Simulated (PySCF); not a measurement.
Highest harmonic wavenumber (cm⁻¹) of eight boron compounds: PBE-D3(BJ) beside PBE0-D3(BJ), computed with PySCF for isolated molecules in the bases named; differences from unrounded values. The eight are the first of their class met in an unordered collection, after screening for sound electronic states; none was chosen by its value. Each level has its own optimised geometry.

```csv
molecule,basis,PBE0-D3(BJ)
"C3H8BNO, SMILES CNB1COC1",def2-SVP,3632
"prop-2-enylboronamidic acid (C3H8BNO), SMILES C=CCB(N)O",def2-SVP,3919
"2-hydroxyethylboronic acid (C₂H₇BO₃), SMILES B(O)(CCO)O",def2-SVP,3934
"C2H5BO3, SMILES OB1COCO1",def2-SVP,3897
"C3H6BNO, SMILES C#CB(N)OC",def2-SVP,3772
"C3H4BF3, SMILES C/C(F)=C\B(F)F",def2-SVP,3231
"C2H7BO, SMILES CBOC",def2-SVP,3169
"C3H6BNO2, SMILES N(/C)=C1\B(O)OC1",def2-SVP,3893
```

### Question
Estimate the PBE-D3(BJ) values and say how PBE-D3(BJ) differs from PBE0-D3(BJ) over the set. (An estimate is asked for; the answer gives what the named calculation found.)

### Answer

| molecule | PBE-D3(BJ) | difference |
|---|---|---|
| C3H8BNO, SMILES CNB1COC1 | 3501 | -131 |
| prop-2-enylboronamidic acid (C3H8BNO), SMILES C=CCB(N)O | 3741 | -177 |
| 2-hydroxyethylboronic acid (C₂H₇BO₃), SMILES B(O)(CCO)O | 3763 | -171 |
| C2H5BO3, SMILES OB1COCO1 | 3725 | -172 |
| C3H6BNO, SMILES C#CB(N)OC | 3654 | -119 |
| C3H4BF3, SMILES C/C(F)=C\B(F)F | 3135 | -96 |
| C2H7BO, SMILES CBOC | 3079 | -90 |
| C3H6BNO2, SMILES N(/C)=C1\B(O)OC1 | 3720 | -173 |
PBE-D3(BJ) lies below PBE0-D3(BJ) in 8 and above it in 0 of the eight; the mean signed difference is -141 and the largest -177 cm⁻¹.
